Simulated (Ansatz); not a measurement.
The same path of GaH5Se (7 atoms, charge 0, multiplicity 1) was run twice with different band settings. Lost on the way: Ga1–H2, H5–Se6. Made: H2–H5.

Theory: UKS PBE0/def2-TZVP (Ansatz 0.2.0).

Relaxed end points:

```xyz
7
Properties=species:S:1:pos:R:3
Ga -0.906 -0.219 -0.727
H 0.125 0.129 -1.865
H -1.206 -1.732 -0.403
H -1.946 0.875 -0.276
H 1.888 -0.606 0.883
Se 0.735 0.136 1.412
H 1.310 1.417 0.976
```

```xyz
7
Properties=species:S:1:pos:R:3
Ga -0.864 -0.176 0.192
H 0.977 -0.559 -1.993
H -1.284 -1.659 -0.051
H -1.307 1.062 -0.648
H 1.426 -0.461 -1.400
Se 0.485 0.171 2.057
H 0.567 1.622 1.843
```

Common settings: spring 5.0 eV/Å²; optimiser quadratic models (default); start path through a guess of the saddle point; force threshold 0.03 eV/Å; iteration limit 60; end points relaxed.

| run | movable images | climbing image |
| --- | --- | --- |
| 1 | 7 | yes |
| 2 | 8 | no |

Q: What does each run give, and how far can it be trusted?

A: Run 1: converged after 10 iterations, highest image 0.553 eV above the first end. A vibrational analysis at the climbing image gives one clearly imaginary mode, 993i cm⁻¹: a first-order saddle point.
Run 2: converged after 10 iterations, highest image 0.509 eV above the first end. No image climbed, so the highest image needn't sit at the top of the path.
The orbitals stay closed-shell, which can raise the energy where a bond breaks towards radicals; this wasn't checked here.
